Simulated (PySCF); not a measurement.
A species of formula C4H8FNSi has this rotational fingerprint, computed with B3LYP/def2-SVPD in PySCF (dipole) on a GFN2-xTB geometry, gas phase:

| Property | Result |
| --- | --- |
| Rotational constants | A = 3083, B = 1696, C = 1232 MHz |
| Dipole components | \|μa\| = 1.59 D, \|μb\| = 1.47 D, \|μc\| = 0.28 D |
| Inertial defect | -51.69 u·Å² |
| κ | -0.50 |

Problem. Which structure is it? (One computed conformer of each.)
A. `[CH2:1]=[CH:2][C:3](=[CH2:4])[Si@H:5]([NH2:6])[F:7]` with C1–C2–C3–C4 176°, C2–C3–Si5–N6 -69°, C3–Si5–N6–H -164° and 52°
B. `[N:1]#[C:2][CH2:3][C@H:4]([SiH3:5])[CH2:6][F:7]` with C2–C3–C4–Si5 -171°, C3–C4–C6–F7 70°

Solution. A. It is C=CC(=C)[Si@H](N)F, an asymmetric top, point group C1. The candidates at the same level (rigid rotor, commonest isotopes):

```json
{"SMILES": "C=CC(=C)[Si@H](N)F", "A (MHz)": "3083", "B (MHz)": "1696", "C (MHz)": "1232", "μa (D)": "1.59", "μb (D)": "1.47", "μc (D)": "0.28", "Δ (u·Å²)": "-51.69", "point group": "C1", "rotor": "asymmetric top"}
{"SMILES": "N#CC[C@H]([SiH3])CF", "A (MHz)": "3213", "B (MHz)": "1350", "C (MHz)": "1062", "μa (D)": "3.09", "μb (D)": "1.40", "μc (D)": "0.32", "Δ (u·Å²)": "-55.76", "point group": "C1", "rotor": "asymmetric top"}
```

`N#CC[C@H]([SiH3])CF` has B 20 % too low. No structure here is proved a minimum.
